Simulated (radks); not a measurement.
Values are calculated unless marked as measured or tabulated.
Fractional charge and spin in the 5p shell of iridium: the spin-up occupation runs from 2 to 3 and the spin-down occupation from 2 to 3; the fullest corner is Ir3+, [Kr] 4d10 4f14 5s2 5d(up 3, down 3) 5p(up 3, down 3). Code: a radial shooting solver on a logarithmic mesh with Libxc functionals. Model: scalar-relativistic Kohn-Sham, r2SCAN, spin-polarised, spherical densities, finite nucleus; meta-GGA in the generalised Kohn-Sham scheme; Fermi nuclear charge, rms radius of each element as measured or else 0.836 A^(1/3) + 0.57 fm. Energy (eV) above the fullest corner. The planes named below are the two flat planes that join the four corners, with an edge along up + down = one added electron.

down \ up,2,2.25,2.5,2.75,3
2,208.592,178.705,149.881,122.109,95.381
2.25,178.705,149.975,122.293,95.651,70.038
2.5,149.881,122.293,95.741,70.214,45.702
2.75,122.109,95.651,70.214,45.788,22.360
3,95.381,70.038,45.702,22.360,0.000

Corners above the fullest one (they belong to Ir4+ and the next ion): (up 3, down 2) 95.381 eV, (up 2, down 3) 95.381 eV, (up 2, down 2) 208.59 eV. With half an added electron in each spin the energy lies 0.360 eV from the planes, and with half an added electron in spin up alone -2.106 eV. The planes are only a guide here: the flat-plane condition holds for ground states with one frontier orbital, while this shell lies below other occupied shells, so the corners above the fullest one are inner-hole states and not the ground states of those ions.
